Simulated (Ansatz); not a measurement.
Geometry optimisation, RKS r2SCAN/def2-SVP in Ansatz.

The input (input.yaml):

```yaml
crystal:
  periodic: [false, false, false]
  atoms:
    - { symbol: Ge, position_ang: [-0.160059, -0.105805, -0.032879] }
    - { symbol: H, position_ang: [-0.267245, -0.050517, 1.499885] }
    - { symbol: F, position_ang: [1.478773, -0.03984, -0.566054] }
    - { symbol: Cl, position_ang: [-1.28612, 1.380373, -1.062937] }
    - { symbol: F, position_ang: [-0.714514, -1.631611, -0.610262] }
    - { symbol: "N", position_ang: [1.101638, 2.319981, 1.452463] }
    - { symbol: H, position_ang: [1.845619, 1.829065, 0.956936] }
    - { symbol: H, position_ang: [0.52489, 2.783242, 0.751451] }
    - { symbol: H, position_ang: [0.511818, 1.601113, 1.909196] }
basis:
  gaussian: { orbitals: def2-SVP }
hamiltonian:
  xc: r2scan
relax:
  f_tol: 0.03
  max_steps: 50
```

Launched with:

```bash
$ ansatz run input.yaml --threads 4 --pin off --max-ram 5120MiB --backend cpu --events-out ev --progress --plain --runs-dir out
```

Question: Where does it end, and by what steps?

Answer: The run converged. The force dipped under the threshold on the way, but the program's further checks kept it going. After 8 steps the energy has fallen by 0.109 eV; H9 moved furthest, 0.48 Å.

```
step  energy less start (eV)  largest force component (eV/Å)  accepted
   0                  0.0000                           0.789       yes
   1                 -0.0786                           0.416       yes
   2                 -0.0944                           0.270       yes
   3                 -0.0913                           0.728        no
   4                 -0.1076                           0.066       yes
   5                 -0.1088                           0.034       yes
   6                 -0.1088                           0.022        no
   7                 -0.1090                           0.009       yes
   8                 -0.1092                           0.025       yes
```

```xyz
9
Properties=species:S:1:pos:R:3
Ge -0.209 -0.180 -0.040
H -0.459 -0.294 1.452
F 1.469 -0.056 -0.428
Cl -1.274 1.369 -1.041
F -0.681 -1.654 -0.795
N 1.187 2.435 1.380
H 1.793 1.800 0.864
H 0.445 2.743 0.753
H 0.764 1.924 2.152
```

Whether the end is a true minimum wasn't checked by a vibrational analysis.

Run time: 21 s on 4 threads of Arm Neoverse V2, on a shared host, peak memory 0.2 GiB.
